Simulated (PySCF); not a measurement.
How the method moves the HOMO and LUMO of `FC(F)(Cl)[C@H]1CO1`

Compound: C3H3ClF2O.
SMILES with atom numbers: `[F:1][C:2]([F:3])([Cl:4])[C@H:5]1[CH2:6][O:7]1` (hydrogens: H8 on C5; H9, H10 on C6)

Geometry (PBE0-D3(BJ)/def2-SVP, Å), atoms numbered from 1 in this order:
```xyz
10
C3H3ClF2O angstrom
F     -1.8339   -0.9072   -1.0385
C     -1.1677    0.0219   -0.3452
F     -1.4213    1.2041   -0.9201
Cl    -1.7838    0.0387    1.3154
C      0.3168   -0.2517   -0.4202
C      1.2573    0.2063    0.5968
O      0.8668   -1.1480    0.4935
H      0.6403   -0.3522   -1.4667
H      2.2876    0.4315    0.2963
H      0.8800    0.7382    1.4776
```

Basis pcSseg-1 throughout (PySCF), one geometry. Isolated species at its PBE0-D3(BJ)/def2-SVP geometry (one conformer only).

**Question.** How do the orbital energies, the gap and the dipole change with the method?

**Answer.** 
| method | kind | HOMO (eV) | LUMO (eV) | gap (eV) | μ (D) | SCF cycles |
| --- | --- | --- | --- | --- | --- | --- |
| BLYP | GGA | -6.79 | -0.56 | 6.23 | 2.23 | 15 |
| B97-D | GGA | -6.96 | -0.61 | 6.36 | 2.30 | 16 |
| LDA | LDA | -7.06 | -0.93 | 6.13 | 2.34 | 15 |
| KT3 | GGA | -7.11 | -0.67 | 6.44 | 2.23 | 16 |
| B3LYP | global hybrid | -8.37 | 0.15 | 8.52 | 2.39 | 14 |
| B97-2 | global hybrid | -8.38 | 0.36 | 8.73 | 2.43 | 14 |
| PBE0 | global hybrid | -8.66 | 0.45 | 9.11 | 2.44 | 14 |

The HOMO spans 1.88 eV, from BLYP down to PBE0, and the gap runs from 6.13 eV (LDA) to 9.11 eV (PBE0). Over the methods BLYP (0 %), B97-D (0 %), LDA (0 %), KT3 (0 %), B3LYP (20 %), B97-2 (21 %), PBE0 (25 %), a straight line through the gap against the share of exact exchange rises by 1.14 eV for each 10 % (correlation coefficient 0.997). The dipole ranges from 2.23 D (KT3) to 2.44 D (PBE0). This basis has no diffuse functions.
